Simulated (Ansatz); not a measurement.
Saddle point of CH5FZn, closed shell (CH₃FZn ([CH3][Zn][F]) + H₂ → CH₄Zn ([CH3][ZnH]) + HF; bonds formed: Zn1–H5, F2–H4; bonds broken: Zn1–F2, H4–H5), PBE0-D4/def2-TZVP structure:

```csv
atom,x (Å),y (Å),z (Å)
Zn1,0.0107,-0.0499,-0.4909
F2,-1.4121,0.0113,-1.9431
C3,0.2111,0.1101,1.4254
H4,-0.2632,-0.1870,-2.2826
H5,0.7055,-0.3091,-2.1102
H6,-0.7602,0.2982,1.8854
H7,0.8821,0.9347,1.6720
H8,0.6260,-0.8084,1.8441
```

Energies are electronic, without zero-point energy. Barriers and step energies count from the start structure reached by relaxing down the imaginary mode; all methods use the PBE0-D4 structures, on which another method's saddle can fall below an end. Computed with Ansatz 0.2.0 (basis: def2-TZVPP, with def2-QZVPP for the basis limit); correlated methods freeze the cores. The 3s and 3p shells of Cu and Zn are frozen; filled d shells are correlated. B3LYP uses VWN-RPA correlation. Extrapolation: Hartree–Fock as exp(−7.88 √X), correlation as X^−2.97.

| method | barrier (kJ/mol) | step energy (kJ/mol) |
| --- | --- | --- |
| SPW92 | 57.1 | 33.2 |
| PBE-D4 | 88.9 | 47.5 |
| BLYP-D4 | 105.2 | 57.7 |
| r2SCAN-D4 | 95.2 | 57.2 |
| B97M-V | 103.1 | 50.1 |
| PBE0-D4 | 94.0 | 43.7 |
| B3LYP-D4 | 106.5 | 53.3 |
| r2SCAN0-D4 | 98.1 | 51.3 |
| BHLYP-D4 | ? | 52.2 |
| CAM-B3LYP-D4 | 104.5 | 53.1 |
| wB97X-V | 106.9 | 55.1 |
| wB97M-V | ? | 50.9 |
| B2PLYP | 109.9 | 55.4 |
| PBE-QIDH | ? | 47.4 |
| RPA on PBE | 109.4 | 52.0 |
| HF | 139.4 | 57.0 |
| MP2 | 110.8 | 53.6 |
| CCSD | 113.3 | 50.1 |
| CCSD(T) | 108.0 | 50.2 |

(1) Fill in the withheld barriers. (Judge from chemistry; the value comes from the calculation.)

T1 diagnostic: at most 0.016.

Answers

(1) By the calculation: wB97M-V 104.2; PBE-QIDH 102.0; BHLYP-D4 112.8 kJ/mol. Each is the energy of the saddle less that of the start structure, by the same method.

For comparison, the barrier by CCSD(T) at an estimated basis limit (MP2 extrapolated from triple and quadruple zeta, plus CCSD(T) − MP2 in triple zeta) is 112.6 kJ/mol.

Labels in which every atom is bracketed show which atoms are joined, not bond orders.

For scale, one of the runs: CCSD(T)/def2-TZVPP, 196 basis functions, launched by `ansatz run in.yaml --threads 4 --pin off --events-out ev --progress --plain --max-ram 9574MiB`. Time: 64 s of wall clock on 4 CPU threads of an Intel Xeon; the host was shared. Peak host memory: 2.3 GiB.
